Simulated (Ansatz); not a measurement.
A made-up structure of CH$_{2}$SiTe, closed shell:

```tsv
atom	x (Å)	y (Å)	z (Å)
C1	-0.8024	-0.4357	-0.2873
Si2	0.5548	0.7719	0.0985
Te3	1.0753	-1.7688	0.8859
H4	-1.8317	-0.9287	-0.6700
H5	1.0040	2.3613	-0.0271
```

It is relaxed with PBE-D4/def2-SVP and then PBE0-D4/def2-TZVP (Ansatz 0.2.0). Atoms count as bonded within 1.22 times the sum of their covalent radii (H–H: 0.88 Å). The end point is not checked to be a true minimum.

Q: Does its bonding change? (A judgement: the text doesn't fix the answer.)

A: The calculation gives: No: no bond forms or breaks.

Where it ends: The first stage lowers the energy by 1.07 eV in 6 steps. It ends as CH₂SiTe ([CH]1[SiH][Te]1):
C1  (-0.717, -0.389, -0.257)
Si2  (0.495, 0.689, 0.088)
Te3  (0.960, -1.579, 0.791)
H4  (-1.636, -0.829, -0.598)
H5  (0.896, 2.108, -0.024)
(Å)

Labels in which every atom is bracketed show which atoms are joined, not bond orders.

For scale, one of the runs: PBE0-D4/def2-TZVP relaxation, 130 basis functions, launched by `ansatz run in.yaml --threads 2 --pin off --events-out ev --progress --plain --max-ram 4352MiB`. The run took about 20 s on 2 CPU threads of an Arm Neoverse V1 (shared host).
